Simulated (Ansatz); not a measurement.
Steps of a relaxation of `[SeH][GeH]([SeH])[SeH]` with RKS PBE0-D4/def2-TZVP.

```sh
$ ansatz run in.yaml --threads 4 --pin off --events-out ev --progress --plain --max-ram 11315MiB
```

```yaml
crystal:
  periodic: [false, false, false]
  atoms:
    - {symbol: Se, position_ang: [-1.613516, 1.344160, -1.287519]}
    - {symbol: Ge, position_ang: [-0.206162, 0.027223, 0.095062]}
    - {symbol: Se, position_ang: [2.011329, 0.202423, -0.770270]}
    - {symbol: Se, position_ang: [-1.236850, -2.113106, -0.042293]}
    - {symbol: H, position_ang: [-0.520267, 2.314346, -1.557734]}
    - {symbol: H, position_ang: [-0.167913, 0.464192, 1.588432]}
    - {symbol: H, position_ang: [2.598203, 0.179244, 0.595280]}
    - {symbol: H, position_ang: [-0.772725, -2.475581, 1.323242]}
basis:
  gaussian: {orbitals: def2-TZVP}
hamiltonian: {xc: pbe0, dispersion: d4}
relax: {f_tol: 0.005, max_steps: 150}
```

Positions (Å) and forces (eV/Å) along the path, 16 of 38 steps:

```xyz
8
step=1 energy=-252604.6457 eV
Se   -1.614    1.344   -1.288    0.461    0.077    0.109
Ge   -0.206    0.027    0.095   -0.016    0.001   -0.012
Se    2.011    0.202   -0.770   -0.171   -0.049    0.431
Se   -1.237   -2.113   -0.042    0.279    0.179    0.359
H    -0.520    2.314   -1.558   -0.271   -0.223    0.066
H    -0.168    0.464    1.588   -0.014   -0.068   -0.287
H     2.598    0.179    0.595   -0.154    0.000   -0.325
H    -0.773   -2.476    1.323   -0.114    0.083   -0.341
8
step=10 energy=-252604.6721 eV rejected
Se   -1.587    1.298   -1.335    0.020    0.018    0.002
Ge   -0.198    0.045    0.084   -0.038   -0.006   -0.024
Se    1.991    0.282   -0.758    0.059   -0.045    0.182
Se   -1.120   -2.121   -0.043    0.056   -0.003    0.137
H    -0.575    2.355   -1.486   -0.021   -0.010   -0.001
H    -0.222    0.501    1.553    0.013   -0.008   -0.010
H     2.581   -0.021    0.563   -0.051    0.035   -0.161
H    -0.778   -2.397    1.365   -0.037    0.019   -0.125
8
step=11 energy=-252604.6732 eV
Se   -1.589    1.306   -1.328    0.001    0.000   -0.002
Ge   -0.203    0.044    0.084    0.001    0.000    0.002
Se    1.990    0.255   -0.754    0.005    0.002    0.011
Se   -1.139   -2.114   -0.038    0.004   -0.004    0.011
H    -0.570    2.351   -1.495   -0.002   -0.001    0.002
H    -0.213    0.500    1.553    0.002   -0.001   -0.001
H     2.580    0.011    0.571   -0.006   -0.001   -0.012
H    -0.764   -2.410    1.352   -0.005    0.005   -0.010
8
step=12 energy=-252604.6732 eV rejected
Se   -1.587    1.292   -1.341    0.005    0.010   -0.003
Ge   -0.195    0.044    0.078    0.022   -0.002    0.000
Se    1.996    0.304   -0.753    0.025   -0.027    0.091
Se   -1.081   -2.136   -0.048    0.035   -0.021    0.158
H    -0.592    2.367   -1.475   -0.010   -0.009    0.004
H    -0.223    0.493    1.549   -0.007    0.000   -0.003
H     2.592   -0.049    0.549   -0.037    0.022   -0.089
H    -0.818   -2.373    1.386   -0.033    0.027   -0.158
8
step=14 energy=-252604.6734 eV
Se   -1.589    1.302   -1.332    0.007   -0.001    0.003
Ge   -0.201    0.044    0.082    0.001   -0.005    0.005
Se    1.992    0.267   -0.753    0.002    0.003   -0.008
Se   -1.126   -2.119   -0.040    0.002   -0.003   -0.001
H    -0.575    2.354   -1.488   -0.003    0.003   -0.001
H    -0.214    0.499    1.552   -0.003    0.001    0.001
H     2.584   -0.003    0.565   -0.004   -0.003    0.001
H    -0.778   -2.401    1.359   -0.002    0.003    0.001
8
step=15 energy=-252604.6737 eV
Se   -1.584    1.294   -1.338   -0.010    0.004   -0.007
Ge   -0.196    0.043    0.080    0.007    0.009   -0.009
Se    1.995    0.290   -0.754    0.004   -0.007    0.024
Se   -1.096   -2.131   -0.044    0.014   -0.002    0.035
H    -0.588    2.366   -1.480   -0.001   -0.011    0.008
H    -0.222    0.495    1.550    0.000   -0.002    0.002
H     2.588   -0.033    0.553   -0.002    0.002   -0.019
H    -0.804   -2.382    1.376   -0.012    0.008   -0.035
8
step=20 energy=-252604.6763 eV
Se   -1.576    1.257   -1.368   -0.001   -0.002   -0.001
Ge   -0.173    0.052    0.078    0.011   -0.016   -0.010
Se    2.010    0.379   -0.741   -0.008   -0.005    0.013
Se   -0.934   -2.176   -0.044    0.009    0.012   -0.026
H    -0.648    2.396   -1.425   -0.005    0.000    0.005
H    -0.261    0.501    1.547    0.007    0.001    0.000
H     2.621   -0.168    0.480   -0.003    0.006   -0.006
H    -0.946   -2.297    1.418   -0.011    0.004    0.026
8
step=22 energy=-252604.6773 eV
Se   -1.577    1.246   -1.368    0.011   -0.002    0.002
Ge   -0.164    0.045    0.073   -0.006    0.002   -0.009
Se    2.017    0.379   -0.745    0.003    0.004   -0.016
Se   -0.912   -2.185   -0.046    0.010    0.002    0.012
H    -0.661    2.396   -1.407   -0.007    0.010    0.000
H    -0.249    0.498    1.541   -0.001   -0.006    0.002
H     2.626   -0.163    0.478    0.005   -0.002    0.007
H    -0.987   -2.274    1.418   -0.015   -0.009    0.002
8
step=27 energy=-252604.6951 eV
Se   -1.555    1.136   -1.378   -0.005    0.003   -0.017
Ge   -0.080    0.034    0.082    0.012    0.004    0.011
Se    2.075    0.381   -0.787    0.004   -0.014   -0.002
Se   -0.628   -2.254    0.055   -0.001    0.003    0.037
H    -0.837    2.414   -1.251   -0.011    0.001    0.014
H    -0.188    0.552    1.527    0.004    0.001   -0.003
H     2.720   -0.193    0.404   -0.002    0.005   -0.006
H    -1.415   -2.127    1.291   -0.002   -0.004   -0.034
8
step=28 energy=-252604.7024 eV
Se   -1.536    1.094   -1.400   -0.002   -0.003    0.004
Ge   -0.049    0.034    0.081    0.000    0.000    0.001
Se    2.105    0.330   -0.809    0.010    0.000    0.004
Se   -0.564   -2.260    0.110    0.005   -0.001    0.014
H    -0.937    2.417   -1.161   -0.006   -0.003    0.007
H    -0.150    0.602    1.507    0.004    0.007   -0.008
H     2.750   -0.189    0.407    0.003   -0.001   -0.006
H    -1.527   -2.086    1.208   -0.014    0.001   -0.015
8
step=30 energy=-252604.7049 eV
Se   -1.542    1.068   -1.385    0.006   -0.003   -0.016
Ge   -0.031    0.035    0.089   -0.004    0.031    0.013
Se    2.119    0.332   -0.810    0.000   -0.023   -0.012
Se   -0.529   -2.262    0.148   -0.009   -0.002    0.022
H    -0.972    2.402   -1.138   -0.011    0.001    0.010
H    -0.126    0.637    1.502    0.001   -0.011    0.007
H     2.769   -0.202    0.396    0.002    0.006    0.002
H    -1.596   -2.067    1.142    0.016    0.002   -0.026
8
step=32 energy=-252604.7067 eV
Se   -1.534    1.056   -1.393    0.006    0.002   -0.004
Ge   -0.021    0.037    0.089   -0.002    0.008    0.001
Se    2.129    0.307   -0.819    0.000   -0.009   -0.002
Se   -0.515   -2.260    0.167   -0.009    0.003    0.015
H    -1.010    2.401   -1.107   -0.009   -0.005    0.005
H    -0.112    0.653    1.496    0.003   -0.001    0.003
H     2.780   -0.196    0.401    0.001    0.003   -0.001
H    -1.625   -2.053    1.110    0.009    0.000   -0.018
8
step=34 energy=-252604.7076 eV rejected
Se   -1.526    1.026   -1.401    0.045    0.057    0.031
Ge    0.002    0.042    0.089   -0.018   -0.037   -0.010
Se    2.152    0.268   -0.831   -0.001    0.010    0.013
Se   -0.492   -2.253    0.201   -0.070    0.011    0.058
H    -1.078    2.384   -1.048   -0.031   -0.034   -0.025
H    -0.088    0.685    1.484    0.015    0.012   -0.010
H     2.804   -0.191    0.406   -0.006    0.002   -0.008
H    -1.681   -2.017    1.042    0.066   -0.022   -0.051
8
step=35 energy=-252604.7080 eV
Se   -1.524    1.036   -1.398   -0.005    0.009   -0.005
Ge   -0.004    0.037    0.090    0.002    0.010    0.000
Se    2.146    0.277   -0.828    0.000   -0.003    0.006
Se   -0.498   -2.258    0.196   -0.025    0.011    0.019
H    -1.067    2.396   -1.066   -0.001   -0.020    0.005
H    -0.088    0.679    1.486    0.004    0.000   -0.001
H     2.797   -0.192    0.406    0.002    0.001   -0.003
H    -1.670   -2.032    1.058    0.022   -0.006   -0.021
8
step=37 energy=-252604.7083 eV
Se   -1.521    1.023   -1.400   -0.001   -0.003    0.000
Ge    0.006    0.039    0.090   -0.004   -0.001   -0.006
Se    2.156    0.262   -0.832   -0.004   -0.001    0.004
Se   -0.490   -2.255    0.213   -0.004    0.001    0.007
H    -1.095    2.384   -1.039    0.000    0.007    0.000
H    -0.072    0.698    1.479    0.001   -0.002   -0.001
H     2.804   -0.189    0.409    0.006    0.000    0.000
H    -1.695   -2.019    1.025    0.006   -0.001   -0.005
8
step=38 energy=-252604.7083 eV
Se   -1.521    1.024   -1.400    0.000    0.000    0.000
Ge    0.006    0.039    0.090    0.000    0.000    0.001
Se    2.156    0.261   -0.832    0.000    0.000    0.000
Se   -0.490   -2.255    0.215    0.000    0.000    0.000
H    -1.097    2.385   -1.039    0.000    0.000    0.000
H    -0.072    0.698    1.478    0.000    0.000    0.000
H     2.806   -0.190    0.408    0.000    0.000    0.000
H    -1.696   -2.019    1.023    0.000    0.000    0.000
```

It took 6 min on 4 threads of an Arm Neoverse V1 on a shared host, with 1 GiB of host memory at the peak.
